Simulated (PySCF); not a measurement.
Deuteron quadrupole couplings in `CO[C@@H]1C=NCC1`

Compound: C5H9NO.
Numbering: `[CH3:1][O:2][C@@H:3]1[CH:4]=[N:5][CH2:6][CH2:7]1` (hydrogens: H8, H9, H10 on C1; H11 on C3; H12 on C4; H13, H14 on C6; H15, H16 on C7)

Cartesian coordinates in Å at the GFN2-xTB level; atoms count from 1:
```xyz
16
C5H9NO angstrom
C      2.3818   -0.1150   -0.1237
O      1.2628   -0.8760    0.2543
C      0.1789   -0.1037    0.7127
C     -0.8848   -0.9945    1.3207
N     -2.0617   -0.7903    0.9343
C     -2.0943    0.2715   -0.0422
C     -0.6281    0.6155   -0.3883
H      2.7638    0.4726    0.7211
H      2.1502    0.5668   -0.9499
H      3.1417   -0.8248   -0.4442
H      0.5331    0.6074    1.4817
H     -0.6457   -1.7525    2.0467
H     -2.6726   -0.0672   -0.9037
H     -2.6215    1.1207    0.4011
H     -0.3585    0.1898   -1.3555
H     -0.4527    1.6887   -0.4091
```

Level: B3LYP/pcJ-1 (PySCF, non-relativistic); Q(2H) = 0.00286 b; rigid geometry, the same for H and D, with no vibrational averaging.

Question: Rank these positions by the coupling χzz of a deuteron there, largest first.
A. H14 (methylene hydrogen)
B. H10 (methyl hydrogen)
C. H11 (methine hydrogen)
D. H12 (hydrogen on a C=N carbon)
E. H8 (methyl hydrogen)

Answer: D (216 kHz), B (199 kHz), A (194 kHz), E (188 kHz), C (177 kHz).

Question: What are Vzz, η and χzz (234.96 MHz × Q × Vzz) at all hydrogens?

Answer: 
```csv
atom,bonded to,bond length (Å),Vzz (au),η,χzz (kHz)
H8,C1,1.098,0.2799,0.09,188
H9,C1,1.096,0.2819,0.09,189
H10,C1,1.088,0.2962,0.07,199
H11,C3,1.106,0.2628,0.07,177
H12,C4,1.077,0.3210,0.03,216
H13,C6,1.092,0.2911,0.03,196
H14,C6,1.093,0.2885,0.03,194
H15,C7,1.091,0.2942,0.02,198
H16,C7,1.088,0.3019,0.01,203
```

Question: How does χzz go with the bond length over the 9 C–H bonds?

Answer: A straight-line fit has a slope of -13.4 kHz for each 0.01 Å, with a correlation coefficient of -1.00, over lengths from 1.077 to 1.106 Å. The longer bonds have the smaller couplings here.

Question: Give the 2H NMR doublet splittings at H10 for a magnetic field along the z, y and x axes of the gradient: 3χ/2, 3χ(1 + η)/4, 3χ(1 − η)/4.

Answer: With |χ| = 199.0 kHz and η = 0.068: 299, 159 and 139 kHz, to first order and without motion.

Geometry: GFN2-xTB, one conformer, isolated molecule. GFN2-xTB bond lengths can be off by several hundredths of an ångström, more for odd bonds, and the gradients follow them. The small basis limits the accuracy of the gradients.

These values come from a run that also computed spin–spin couplings. Hardware: an Arm Neoverse V1 with one thread, on a shared host. Cost: 2.4 min wall, 1.1 GiB resident at most.
